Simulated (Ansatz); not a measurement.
C2H9FSi2, SMILES `CC(F)([SiH3])[SiH3]` at its PBE0-D4/def2-TZVP geometry, where that method's forces vanish. The species carries charge 0 and has multiplicity 1.

```tsv
atom	x (Å)	y (Å)	z (Å)
C1	1.4389	0.1339	0.6201
C2	0.1767	-0.4034	-0.0271
F3	0.3736	-1.7870	-0.2868
Si4	-0.1527	0.4095	-1.7146
Si5	-1.3186	-0.2928	1.1429
H6	2.3023	0.0078	-0.0394
H7	1.6497	-0.3848	1.5596
H8	1.3305	1.2000	0.8376
H9	-1.3439	-0.2031	-2.3538
H10	-0.3957	1.8624	-1.5067
H11	1.0407	0.2253	-2.5813
H12	-0.9968	-1.0050	2.4072
H13	-2.5128	-0.9025	0.5064
H14	-1.5921	1.1398	1.4358
```

(1) For each bond, give half the difference of the two atoms' forces along it (eV/Å; positive pushes the atoms apart) under PBE-D4, r2SCAN-D4, B3LYP-D4, ωB97M-V in def2-TZVPP. (Estimate.)

Results:

(1) Computed: 
```
   bond  length (Å)  PBE-D4  r2SCAN-D4  B3LYP-D4  ωB97M-V
  C1–C2       1.517   -0.04       0.06      0.12     0.15
  C1–H6       1.094    0.11      -0.03     -0.07    -0.08
  C1–H7       1.094    0.11      -0.03     -0.07    -0.08
  C1–H8       1.093    0.09      -0.02     -0.06    -0.06
  C2–F3       1.421    0.52       0.41      0.43     0.28
 C2–Si4       1.902   -0.03      -0.05      0.01    -0.05
 C2–Si5       1.902   -0.03      -0.05      0.01    -0.05
 Si4–H9       1.484    0.06      -0.03     -0.08    -0.10
Si4–H10       1.488    0.05      -0.02     -0.07    -0.08
Si4–H11       1.486    0.09      -0.02     -0.09    -0.12
Si5–H12       1.486    0.09      -0.02     -0.09    -0.12
Si5–H13       1.484    0.06      -0.03     -0.08    -0.10
Si5–H14       1.488    0.05      -0.02     -0.07    -0.08
```

B3LYP here is the variant with VWN-RPA as its local correlation; programs differ in this.
